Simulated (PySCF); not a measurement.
# MSi anions for M along the alkaline earths

CCSD(T) with double-zeta basis sets in PySCF, for the lowest determinant that a PBE0 search found; no spin–orbit coupling. De refers to high-spin ground-configuration atoms (the charge goes to the atom of lower measured ionisation energy or higher electron affinity, which is not always the lowest computed limit).

```csv
M,basis,"reference, frozen orbitals",charged atom,state (unpaired electrons),Re (Å),ωe (cm⁻¹),De (eV)
Be,aug-cc-pVDZ/aug-cc-pV(D+d)Z,"UHF, 5",Si−,"quartet (σ ↑, π ↑↑)",2.217,495,1.25
Mg,aug-pcseg-1,"UHF, 6",Si−,"quartet (σ ↑, π ↑↑)",2.842,188,0.61
Ca,def2-SVPD,"UHF, 10",Si−,"quartet (σ ↑, π ↑↑)",3.058,196,n/a
Sr,def2-SVPD,"UHF, 5",Si−,"quartet (σ ↑, π ↑↑)",3.159,178,n/a
```

The shortest bond is that of BeSi⁻ (2.217 Å), the longest that of SrSi⁻ (3.159 Å).

The rows differ in basis set, which adds steps of its own.

Relativity is treated differently too: Be no relativity; Mg no relativity; Ca no relativity; Sr scalar-relativistic core potentials.

De is n/a where a free atom or ion gave no sound limit at this level.

Down a group bonds as a rule get longer and wavenumbers fall, partly through the reduced mass; the exceptions here are the higher wavenumber at Ca.

Correlated steps freeze the inner cores (5 to 10 orbitals); shallow outer-core shells are correlated. Correlated levels converge slowly with the basis: in double zeta they bind strong bonds too weakly, by up to about 1 eV, and carry superposition errors of some tenths. Spin–orbit coupling is left out. For an ion De counts to the pair picked by the measured ionisation energies or electron affinities, which need not be the lowest pair at this level. States were picked by a PBE0 search and need not be the measured ground states.
